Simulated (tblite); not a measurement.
Record of a relaxation.

Compound: C5H10FO (doublet state).
SMILES with atom numbers: `[CH2:1][CH2:2][CH2:3][C@@H:4]([OH:5])[CH2:6][F:7]` (hydrogens: H8, H9 on C1; H10, H11 on C2; H12, H13 on C3; H14 on C4; H15 on O5; H16, H17 on C6)

Computed with GFN2-xTB (tblite), gas phase: L-BFGS steps from a force-field or distance-geometry start until the largest atomic force falls under 0.01 eV/Å. 10 of its 57 geometries are shown.

Step 0: E = -666.9299 eV, largest atomic force 1.276 eV/Å
```
atom  x, y, z in Å  |  force x, y, z in eV/Å
C1      2.695    0.885    0.273   -0.288  -0.181   0.156
C2      1.601   -0.127    0.116    1.060   0.438   0.253
C3      0.224    0.497    0.223   -0.537   0.341   0.120
C4     -0.898   -0.515   -0.026    0.358  -0.608   1.063
O5     -0.834   -1.531    1.004   -0.375   0.470  -0.714
C6     -2.277    0.137    0.015    0.425   0.269   0.305
F7     -3.203   -0.809   -0.293   -0.514  -0.295  -0.133
H8      3.656    0.723   -0.190   -0.239   0.027   0.099
H9      2.612    1.668    1.020   -0.017  -0.315  -0.331
H10     1.718   -0.628   -0.841   -0.014  -0.118  -0.179
H11     1.732   -0.896    0.900   -0.250   0.082  -0.124
H12     0.092    0.943    1.218    0.009  -0.199  -0.131
H13     0.123    1.314   -0.504    0.057  -0.181   0.020
H14    -0.753   -1.025   -0.985   -0.029   0.125  -0.220
H15    -1.620   -2.088    0.872    0.341   0.128   0.169
H16    -2.362    0.944   -0.704   -0.053   0.165  -0.284
H17    -2.513    0.520    1.018    0.064  -0.145  -0.068
```

Step 6: E = -667.0011 eV, largest atomic force 0.094 eV/Å
```
atom  x, y, z in Å  |  force x, y, z in eV/Å
C1      2.696    0.873    0.283   -0.003  -0.016   0.025
C2      1.621   -0.115    0.116   -0.027  -0.036   0.020
C3      0.222    0.500    0.232   -0.082   0.026  -0.018
C4     -0.886   -0.527   -0.004   -0.039  -0.014   0.002
O5     -0.829   -1.517    1.000    0.031   0.028  -0.066
C6     -2.267    0.141    0.015   -0.001   0.004   0.024
F7     -3.224   -0.801   -0.296    0.003  -0.006  -0.023
H8      3.647    0.726   -0.189    0.020   0.002  -0.017
H9      2.602    1.659    1.005   -0.022   0.039   0.005
H10     1.723   -0.626   -0.843    0.002  -0.003  -0.045
H11     1.697   -0.891    0.891   -0.030  -0.080   0.039
H12     0.091    0.930    1.227    0.030  -0.004  -0.008
H13     0.119    1.293   -0.509   -0.022   0.061  -0.003
H14    -0.754   -0.992   -0.995    0.037  -0.020  -0.007
H15    -1.600   -2.088    0.889    0.052  -0.014   0.053
H16    -2.357    0.941   -0.724    0.044  -0.011   0.017
H17    -2.506    0.505    1.018    0.008   0.044   0.001
```

Step 12: E = -667.0066 eV, largest atomic force 0.048 eV/Å
```
atom  x, y, z in Å  |  force x, y, z in eV/Å
C1      2.694    0.858    0.298   -0.009  -0.008   0.014
C2      1.613   -0.123    0.118   -0.035   0.000  -0.016
C3      0.216    0.505    0.228   -0.003   0.002   0.007
C4     -0.887   -0.527   -0.008    0.021   0.003   0.011
O5     -0.807   -1.514    0.993    0.033  -0.014   0.032
C6     -2.267    0.140    0.016    0.031   0.007  -0.011
F7     -3.230   -0.794   -0.301    0.024   0.029   0.023
H8      3.639    0.729   -0.189    0.011  -0.020  -0.007
H9      2.588    1.665    0.995   -0.029   0.019   0.022
H10     1.722   -0.624   -0.848   -0.011  -0.015   0.000
H11     1.668   -0.910    0.889   -0.009   0.016  -0.044
H12     0.096    0.926    1.227   -0.022   0.015  -0.009
H13     0.109    1.306   -0.507    0.032  -0.008   0.023
H14    -0.746   -0.987   -1.001   -0.028  -0.022   0.003
H15    -1.574   -2.095    0.915    0.016   0.011  -0.014
H16    -2.340    0.939   -0.726   -0.016   0.009   0.006
H17    -2.503    0.515    1.017   -0.005  -0.023  -0.039
```

Step 19: E = -667.0081 eV, largest atomic force 0.028 eV/Å
```
atom  x, y, z in Å  |  force x, y, z in eV/Å
C1      2.692    0.854    0.305   -0.015  -0.013  -0.006
C2      1.609   -0.124    0.115   -0.015  -0.004   0.001
C3      0.215    0.508    0.227    0.018  -0.001  -0.010
C4     -0.884   -0.527   -0.008    0.009   0.014  -0.003
O5     -0.795   -1.511    0.996   -0.006   0.004   0.027
C6     -2.262    0.141    0.015   -0.007  -0.003   0.000
F7     -3.226   -0.791   -0.301   -0.002   0.001   0.001
H8      3.635    0.724   -0.185    0.003   0.005   0.023
H9      2.575    1.667    0.995    0.003  -0.013  -0.007
H10     1.716   -0.623   -0.853   -0.003   0.022   0.014
H11     1.657   -0.916    0.880    0.006   0.007  -0.017
H12     0.090    0.929    1.226    0.005  -0.006  -0.020
H13     0.115    1.311   -0.505   -0.003  -0.007   0.000
H14    -0.749   -0.994   -0.999    0.004   0.007  -0.006
H15    -1.558   -2.095    0.918    0.003  -0.009  -0.002
H16    -2.336    0.942   -0.726   -0.002  -0.003   0.006
H17    -2.501    0.516    1.015    0.002  -0.001  -0.001
```

Step 25: E = -667.0086 eV, largest atomic force 0.024 eV/Å
```
atom  x, y, z in Å  |  force x, y, z in eV/Å
C1      2.688    0.851    0.306    0.009   0.009   0.009
C2      1.606   -0.124    0.112    0.020   0.002  -0.013
C3      0.215    0.509    0.224    0.018   0.006   0.005
C4     -0.884   -0.525   -0.007    0.000   0.008  -0.001
O5     -0.795   -1.502    1.005    0.002  -0.008  -0.010
C6     -2.261    0.142    0.015   -0.017   0.004  -0.001
F7     -3.225   -0.791   -0.300   -0.013  -0.007  -0.002
H8      3.638    0.721   -0.172    0.001  -0.013   0.010
H9      2.568    1.663    0.995    0.000   0.009   0.009
H10     1.712   -0.616   -0.859    0.008  -0.010  -0.014
H11     1.656   -0.921    0.871   -0.007   0.002  -0.011
H12     0.090    0.931    1.221    0.006   0.014   0.010
H13     0.117    1.312   -0.509   -0.016  -0.006  -0.008
H14    -0.749   -0.995   -0.996    0.000  -0.013   0.009
H15    -1.548   -2.099    0.919    0.000  -0.007   0.007
H16    -2.336    0.942   -0.725   -0.004   0.007  -0.007
H17    -2.498    0.516    1.015   -0.007   0.004   0.010
```

Step 31: E = -667.0096 eV, largest atomic force 0.036 eV/Å
```
atom  x, y, z in Å  |  force x, y, z in eV/Å
C1      2.688    0.849    0.314    0.008   0.000   0.000
C2      1.605   -0.122    0.098   -0.004   0.009   0.005
C3      0.216    0.513    0.216   -0.034  -0.005  -0.009
C4     -0.886   -0.522   -0.002   -0.011  -0.027   0.011
O5     -0.793   -1.491    1.018    0.009  -0.003  -0.005
C6     -2.266    0.143    0.017    0.017  -0.004   0.010
F7     -3.229   -0.790   -0.298    0.011   0.005  -0.002
H8      3.649    0.706   -0.136    0.010  -0.006   0.006
H9      2.557    1.662    1.000    0.004  -0.003  -0.005
H10     1.713   -0.605   -0.878    0.016   0.022  -0.008
H11     1.651   -0.929    0.846   -0.001  -0.009   0.010
H12     0.099    0.942    1.212    0.002  -0.004  -0.004
H13     0.110    1.309   -0.522    0.004   0.012  -0.008
H14    -0.749   -1.003   -0.986   -0.020   0.005   0.001
H15    -1.528   -2.109    0.923   -0.005   0.020  -0.002
H16    -2.341    0.944   -0.723    0.002  -0.015   0.003
H17    -2.502    0.517    1.017   -0.010   0.003  -0.002
```

Step 37: E = -667.0103 eV, largest atomic force 0.028 eV/Å
```
atom  x, y, z in Å  |  force x, y, z in eV/Å
C1      2.689    0.846    0.321   -0.005  -0.005   0.007
C2      1.605   -0.118    0.088   -0.010   0.004  -0.003
C3      0.214    0.515    0.207    0.014  -0.002   0.000
C4     -0.888   -0.524    0.003    0.002   0.024  -0.015
O5     -0.787   -1.487    1.026   -0.002   0.003  -0.012
C6     -2.267    0.142    0.021   -0.009   0.001  -0.002
F7     -3.230   -0.791   -0.297    0.003  -0.010   0.010
H8      3.660    0.690   -0.104    0.000  -0.003   0.007
H9      2.551    1.661    1.003    0.008   0.007   0.001
H10     1.721   -0.586   -0.895   -0.007   0.001   0.014
H11     1.645   -0.936    0.827    0.003   0.012  -0.024
H12     0.104    0.949    1.202   -0.010  -0.006  -0.010
H13     0.103    1.309   -0.534    0.003  -0.018   0.009
H14    -0.760   -1.009   -0.980    0.004   0.000  -0.004
H15    -1.517   -2.110    0.929   -0.011   0.000   0.019
H16    -2.341    0.941   -0.721    0.010   0.001   0.002
H17    -2.509    0.519    1.019    0.007  -0.009   0.002
```

Step 44: E = -667.0109 eV, largest atomic force 0.032 eV/Å
```
atom  x, y, z in Å  |  force x, y, z in eV/Å
C1      2.691    0.845    0.330   -0.008  -0.001  -0.007
C2      1.603   -0.113    0.079    0.004  -0.014  -0.001
C3      0.212    0.517    0.200    0.031   0.007   0.002
C4     -0.889   -0.524    0.001    0.022   0.014  -0.004
O5     -0.783   -1.483    1.028    0.009  -0.010   0.007
C6     -2.268    0.141    0.024   -0.003  -0.009  -0.003
F7     -3.229   -0.796   -0.291   -0.014   0.005  -0.004
H8      3.669    0.674   -0.073    0.000  -0.004   0.004
H9      2.551    1.665    1.006   -0.009   0.000   0.000
H10     1.723   -0.570   -0.908   -0.001   0.009  -0.006
H11     1.643   -0.942    0.804   -0.004   0.002   0.008
H12     0.102    0.953    1.193   -0.005   0.003  -0.002
H13     0.100    1.307   -0.544   -0.009   0.000   0.006
H14    -0.765   -1.012   -0.981    0.005  -0.003  -0.003
H15    -1.516   -2.104    0.945   -0.013   0.010   0.001
H16    -2.341    0.939   -0.719   -0.019  -0.006   0.006
H17    -2.510    0.516    1.023    0.014   0.000  -0.004
```

Step 50: E = -667.0113 eV, largest atomic force 0.014 eV/Å
```
atom  x, y, z in Å  |  force x, y, z in eV/Å
C1      2.691    0.844    0.335    0.001   0.000   0.001
C2      1.603   -0.111    0.073    0.000   0.003  -0.004
C3      0.213    0.519    0.194   -0.010   0.003  -0.002
C4     -0.887   -0.524   -0.002   -0.004  -0.010   0.001
O5     -0.776   -1.483    1.026   -0.002   0.001   0.003
C6     -2.268    0.137    0.025    0.000   0.002   0.001
F7     -3.231   -0.799   -0.286    0.004  -0.009   0.009
H8      3.676    0.660   -0.047    0.000   0.001   0.003
H9      2.547    1.667    1.007   -0.009  -0.002  -0.003
H10     1.725   -0.555   -0.920    0.005  -0.008  -0.003
H11     1.641   -0.948    0.789   -0.003   0.001   0.002
H12     0.100    0.957    1.186    0.011  -0.001   0.008
H13     0.097    1.307   -0.551    0.004   0.012  -0.005
H14    -0.764   -1.014   -0.983    0.003   0.000  -0.008
H15    -1.522   -2.091    0.960   -0.004   0.007  -0.006
H16    -2.349    0.936   -0.716    0.005   0.004  -0.006
H17    -2.503    0.512    1.025   -0.001  -0.002   0.007
```

Step 56: E = -667.0115 eV, largest atomic force 0.010 eV/Å
```
atom  x, y, z in Å  |  force x, y, z in eV/Å
C1      2.691    0.843    0.337    0.002   0.003   0.000
C2      1.603   -0.110    0.069    0.004  -0.001   0.001
C3      0.213    0.520    0.192   -0.002  -0.006  -0.001
C4     -0.886   -0.524   -0.004   -0.004   0.001   0.002
O5     -0.775   -1.482    1.025   -0.001   0.003  -0.007
C6     -2.268    0.135    0.026    0.004   0.001   0.002
F7     -3.230   -0.802   -0.280    0.006   0.000   0.001
H8      3.678    0.656   -0.036    0.000   0.003   0.004
H9      2.542    1.667    1.006    0.000   0.003  -0.002
H10     1.727   -0.553   -0.924   -0.002  -0.004   0.000
H11     1.639   -0.948    0.784   -0.001  -0.006  -0.001
H12     0.103    0.957    1.185    0.000  -0.003  -0.005
H13     0.097    1.310   -0.552    0.001  -0.002   0.004
H14    -0.762   -1.014   -0.985   -0.003   0.007   0.006
H15    -1.526   -2.084    0.963    0.002   0.000  -0.001
H16    -2.351    0.934   -0.715   -0.005  -0.005   0.001
H17    -2.500    0.510    1.027    0.001   0.005  -0.003
```

Task: Summarise the path.

Result: The energy falls by 0.0816 eV from step 0 to step 56; nine tenths of that is first reached at step 9. It falls at every step. The largest force goes from 1.276 to 0.010 eV/Å. Among the bonds C4–O5 changes most, from 1.449 to 1.410 Å; the atoms move by 0.081 Å rms after alignment.

What follows is the cost of the whole relaxation. Time: 0.29 s. Hardware: one thread, Arm Neoverse V1 (aarch64), shared host with 32 logical CPUs at a one-minute load of 30.
